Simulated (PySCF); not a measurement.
S2 (SMILES S=S), triplet, geometry from GFN2-xTB; TPSS/3-21G in PySCF.

Here is a job for PySCF.
```python
from pyscf import gto, scf, dft

mol = gto.Mole()
mol.atom = '''
    S    -0.000000   -0.000000   -0.950021
    S     0.000000    0.000000    0.950021
'''
mol.basis = '3-21g'
mol.charge = 0
mol.spin = 2
mol.verbose = 4
mol.build()

mf = dft.UKS(mol)
mf.xc = 'tpss'
mf.kernel()
mf.analyze()
```

What the program printed (banner, timings and long lists left out):

```
PySCF version 2.14.0

[INPUT] verbose = 4
[INPUT] num. atoms = 2
[INPUT] num. electrons = 32
[INPUT] charge = 0
[INPUT] spin (= nelec alpha-beta = 2S) = 2
[INPUT] symmetry False subgroup None
[INPUT] Mole.unit = angstrom
[INPUT] Symbol           X                Y                Z      unit          X                Y                Z       unit  Magmom
[INPUT]  1 S      0.000000000000   0.000000000000  -0.950021000000 AA    0.000000000000   0.000000000000  -1.795279502585 Bohr   0.0
[INPUT]  2 S      0.000000000000   0.000000000000   0.950021000000 AA    0.000000000000   0.000000000000   1.795279502585 Bohr   0.0

nuclear repulsion = 71.2980902503839
number of shells = 14
number of NR pGTOs = 54
number of NR cGTOs = 26
basis = 3-21g
ecp = {}

******** <class 'pyscf.dft.uks.UKS'> ********
method = UKS
initial guess = minao
damping factor = 0
level_shift factor = 0
DIIS = <class 'pyscf.scf.diis.CDIIS'>
diis_start_cycle = 1
diis_space = 8
diis_damp = 0
SCF conv_tol = 1e-09
SCF conv_tol_grad = None
SCF max_cycles = 50
direct_scf = True
direct_scf_tol = 1e-13
number electrons alpha = 17  beta = 15
XC library pyscf.dft.libxc version 7.1.2
    S. Lehtola, C. Steigemann, M. J. T. Oliveira, and M. A. L. Marques,  SoftwareX 7, 1–5 (2018)
XC functionals = tpss
    J. Tao, J. P. Perdew, V. N. Staroverov, and G. E. Scuseria,  Phys. Rev. Lett. 91, 146401 (2003)
    J. P. Perdew, J. Tao, V. N. Staroverov, and G. E. Scuseria,  J. Chem. Phys. 120, 6898 (2004)
    J. Tao, J. P. Perdew, V. N. Staroverov, and G. E. Scuseria,  Phys. Rev. Lett. 91, 146401 (2003)
    J. P. Perdew, J. Tao, V. N. Staroverov, and G. E. Scuseria,  J. Chem. Phys. 120, 6898 (2004)
radial grids:
    Treutler-Ahlrichs [JCP 102, 346 (1995); DOI:10.1063/1.469408] (M4) radial grids

becke partition: Becke, JCP 88, 2547 (1988); DOI:10.1063/1.454033
pruning grids: <function nwchem_prune>
grids dens level: 3
symmetrized grids: False
atomic radii adjust function: <function treutler_atomic_radii_adjust>
small_rho_cutoff = 0
Set gradient conv threshold to 3.16228e-05
tot grids = 37760
init E= -792.151702458288

cycle= 1 E= -792.431341786086  delta_E= -0.28  |g|= 0.0589  |ddm|= 1.39
cycle= 2 E= -792.434565239664  delta_E= -0.00322  |g|= 0.0209  |ddm|= 0.214
cycle= 3 E= -792.434954005575  delta_E= -0.000389  |g|= 0.00475  |ddm|= 0.0539
cycle= 4 E= -792.43496852993  delta_E= -1.45e-05  |g|= 0.000677  |ddm|= 0.0098
cycle= 5 E= -792.434968926789  delta_E= -3.97e-07  |g|= 5.69e-05  |ddm|= 0.00182
cycle= 6 E= -792.434968929905  delta_E= -3.12e-09  |g|= 3.07e-06  |ddm|= 0.000147
cycle= 7 E= -792.434968929912  delta_E= -7.5e-12  |g|= 1.29e-07  |ddm|= 7.82e-06
Extra cycle  E= -792.434968929913  delta_E= -5.68e-13  |g|= 2.83e-08  |ddm|= 4.7e-07
converged SCF energy = -792.434968929913  <S^2> = 2.0015383  2S+1 = 3.0010253
**** SCF Summaries ****
Total Energy =                        -792.434968929912657
Nuclear Repulsion Energy =              71.298090250383936
One-electron Energy =                -1236.525037849258752
Two-electron Energy =                  372.791978668962258
Two-electron Coulomb Energy =          424.105518612616265
DFT Exchange-Correlation Energy =      -51.313539943654007
**** MO energy ****
                             alpha | beta                alpha | beta
MO #1   energy= -87.7896203080823  | -87.7839678967254  occ= 1 | 1
MO #2   energy= -87.7890473647022  | -87.7833962335534  occ= 1 | 1
MO #3   energy= -7.74158591668617  | -7.73669742325805  occ= 1 | 1
MO #4   energy= -7.73901180761757  | -7.73417675151171  occ= 1 | 1
MO #5   energy= -5.72613619810225  | -5.72326398960664  occ= 1 | 1
MO #6   energy= -5.72554212540554  | -5.72272817614279  occ= 1 | 1
MO #7   energy= -5.72076822068779  | -5.71144409389003  occ= 1 | 1
MO #8   energy= -5.72076822068778  | -5.71144409389002  occ= 1 | 1
MO #9   energy= -5.72034895791835  | -5.71104646164156  occ= 1 | 1
MO #10  energy= -5.72034895791834  | -5.71104646164155  occ= 1 | 1
MO #11  energy= -0.831919701962012 | -0.80356099312747  occ= 1 | 1
MO #12  energy= -0.586948963063725 | -0.542412782841517 occ= 1 | 1
MO #13  energy= -0.370510959418165 | -0.35061763759275  occ= 1 | 1
MO #14  energy= -0.361824687469751 | -0.319343690391629 occ= 1 | 1
MO #15  energy= -0.36182468746975  | -0.319343690391629 occ= 1 | 1
MO #16  energy= -0.225585218873728 | -0.174090314474498 occ= 1 | 0
MO #17  energy= -0.225585218873725 | -0.174090314474497 occ= 1 | 0
MO #18  energy= -0.0357610947630844 | -0.0135964679367431 occ= 0 | 0
MO #19  energy= 0.352522696663898  | 0.37418002789631   occ= 0 | 0
MO #20  energy= 0.436261127491212  | 0.463716094369537  occ= 0 | 0
MO #21  energy= 0.436261127491226  | 0.464940146947703  occ= 0 | 0
MO #22  energy= 0.447692346106694  | 0.464940146947705  occ= 0 | 0
MO #23  energy= 0.45203429488365   | 0.466566534598017  occ= 0 | 0
MO #24  energy= 0.488835901085337  | 0.520580859134362  occ= 0 | 0
MO #25  energy= 0.488835901085339  | 0.520580859134364  occ= 0 | 0

To work with the spin densities directly, `use mulliken_meta_spin()` only printing them here.

 ** Mulliken spin pop alpha/beta on meta-lowdin orthogonal AOs **
 ** Mulliken Spin Density (per AO)  **
spin_pop of  0 S 1s       -0.00000
spin_pop of  0 S 2s       -0.00000
spin_pop of  0 S 3s        0.00699
spin_pop of  0 S 4s        0.00031
spin_pop of  0 S 2px       0.00007
spin_pop of  0 S 2py       0.00007
spin_pop of  0 S 2pz      -0.00001
spin_pop of  0 S 3px       0.49916
spin_pop of  0 S 3py       0.49916
spin_pop of  0 S 3pz      -0.00772
spin_pop of  0 S 4px       0.00077
spin_pop of  0 S 4py       0.00077
spin_pop of  0 S 4pz       0.00043
spin_pop of  1 S 1s       -0.00000
spin_pop of  1 S 2s       -0.00000
spin_pop of  1 S 3s        0.00699
spin_pop of  1 S 4s        0.00031
spin_pop of  1 S 2px       0.00007
spin_pop of  1 S 2py       0.00007
spin_pop of  1 S 2pz      -0.00001
spin_pop of  1 S 3px       0.49916
spin_pop of  1 S 3py       0.49916
spin_pop of  1 S 3pz      -0.00772
spin_pop of  1 S 4px       0.00077
spin_pop of  1 S 4py       0.00077
spin_pop of  1 S 4pz       0.00043
 ** Mulliken Spin Density (per atom)  **
spin density of  0 S =      1.00000
spin density of  1 S =      1.00000
 ** Mulliken pop alpha/beta on meta-lowdin orthogonal AOs **
 ** Mulliken pop       alpha | beta **
pop of  0 S 1s        1.00000 | 1.00000
pop of  0 S 2s        0.99980 | 0.99980
pop of  0 S 3s        0.94328 | 0.93629
pop of  0 S 4s        0.00406 | 0.00375
pop of  0 S 2px       0.99990 | 0.99983
pop of  0 S 2py       0.99990 | 0.99983
pop of  0 S 2pz       0.99975 | 0.99976
pop of  0 S 3px       0.99910 | 0.49994
pop of  0 S 3py       0.99910 | 0.49994
pop of  0 S 3pz       0.54672 | 0.55444
pop of  0 S 4px       0.00099 | 0.00023
pop of  0 S 4py       0.00099 | 0.00023
pop of  0 S 4pz       0.00640 | 0.00597
pop of  1 S 1s        1.00000 | 1.00000
pop of  1 S 2s        0.99980 | 0.99980
pop of  1 S 3s        0.94328 | 0.93629
pop of  1 S 4s        0.00406 | 0.00375
pop of  1 S 2px       0.99990 | 0.99983
pop of  1 S 2py       0.99990 | 0.99983
pop of  1 S 2pz       0.99975 | 0.99976
pop of  1 S 3px       0.99910 | 0.49994
pop of  1 S 3py       0.99910 | 0.49994
pop of  1 S 3pz       0.54672 | 0.55444
pop of  1 S 4px       0.00099 | 0.00023
pop of  1 S 4py       0.00099 | 0.00023
pop of  1 S 4pz       0.00640 | 0.00597
In total            17.00000 | 15.00000
 ** Mulliken atomic charges   ( Nelec_alpha | Nelec_beta ) **
charge of  0S =      0.00000  (     8.50000      7.50000 )
charge of  1S =     -0.00000  (     8.50000      7.50000 )
Dipole moment(X, Y, Z, Debye): -0.00000,  0.00000, -0.00000
```
